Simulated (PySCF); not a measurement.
## Two-component Hartree-Fock for Te(41+) (tellurium, charge +41)

Start: [Ne] 3s1; 3s1/2 filled at m_j = +1/2. Calculated with PySCF 2.14 in an even-tempered Gaussian basis (18 s from 8.9 bohr⁻², ratio 2.4; 13 p from 12 bohr⁻², ratio 2.4; 4 d from 37 bohr⁻², ratio 2.6; 4 f from 56 bohr⁻², ratio 2.6): generalised Hartree-Fock with the X2C-1e Hamiltonian and a Gaussian nucleus; one run each with spin-orbit coupling (SO) switched off, then screened by Boettger's factors.

| spinor shell | electrons | ε, spin-free (eV) | ε, screened SO (eV) | weight of nominal j (screened SO) | rms radius, screened SO (bohr) |
| --- | --- | --- | --- | --- | --- |
| 1s1/2 | 2 | -34649.8 | -34647.5 | 1.000 | 0.0318 |
| 2s1/2 | 2 | -7503.7 | -7503.1 | 1.000 | 0.127 |
| 2p1/2 | 2 | -7010.1 | -7208.4 | 1.000 | 0.109 |
| 3s1/2 | 1 | -3041.1 | -3041.0 | 1.000 | 0.303 |

Problem. Where does 2p3/2 lie, and what is the 2p spin-orbit splitting (screened SO)?

Solution. At -6920.9 eV, 287.46 eV above 2p1/2.

```
   quantity    spin-free  screened SO
E (hartree)  -5240.10633  -5241.67608
        M_J          1/2          1/2
       ⟨J²⟩        0.750        0.750
       ⟨L²⟩        0.000        0.007
       ⟨S²⟩        0.750        0.757
```

Each row is a mean over spinors that exchange with the open shell spreads, by up to 9.934 eV (2s1/2).

Breit and QED terms are absent; they matter most for the inner s and p1/2 levels.

Densities and radii are taken from the X2C orbitals without a picture-change correction, which distorts them close to the nucleus.

Without spin-orbit coupling the j labels of p, d and f shells carry no meaning; the spin-free column gives the mean over the occupied spinors of each nl shell.
